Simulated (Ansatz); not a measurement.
A run for Ansatz (a quantum-chemistry and plane-wave program): R-r2SCAN/def2-TZVPP on H2S2 (SMILES SS), a point of a torsion scan.

Ansatz 0.2 input:
```yaml
crystal:
  periodic: [false, false, false]
  atoms:
    - {symbol: S, position_ang: [-0.95478142, 0.51055680, 0.40562065]}
    - {symbol: S, position_ang: [0.94965329, 0.42969867, -0.41463190]}
    - {symbol: H, position_ang: [-1.51627849, -0.42218576, -0.37013351]}
    - {symbol: H, position_ang: [0.58107840, 0.31570334, -1.69459136]}
basis:
  gaussian:
    orbitals: def2-TZVPP
hamiltonian:
  xc: {name: r2SCAN}
scf: {lower_state_search: off}
```

The head of its log:

```
WARN ansatz: RAYON_NUM_THREADS=2 ignored (pool sized by the plan → 2); use --threads N
Functional definition: r2SCAN
these checks for a lower state are left out or cut short: stability, starts, cluster_reference, orbital_swaps, neighbouring_geometries, increment
integrals: 0.04 GiB planned
686 factors; their error is unknown
mean field: 0.28 GiB planned
mean field evaluation 1: about -21701.8762 eV, gradient 1.4e1 eV
mean field evaluation 2: about -21702.0375 eV, gradient 1.2e1 eV
```

Problem. What total energy does the run end on?

Solution. -797.5467 hartree.
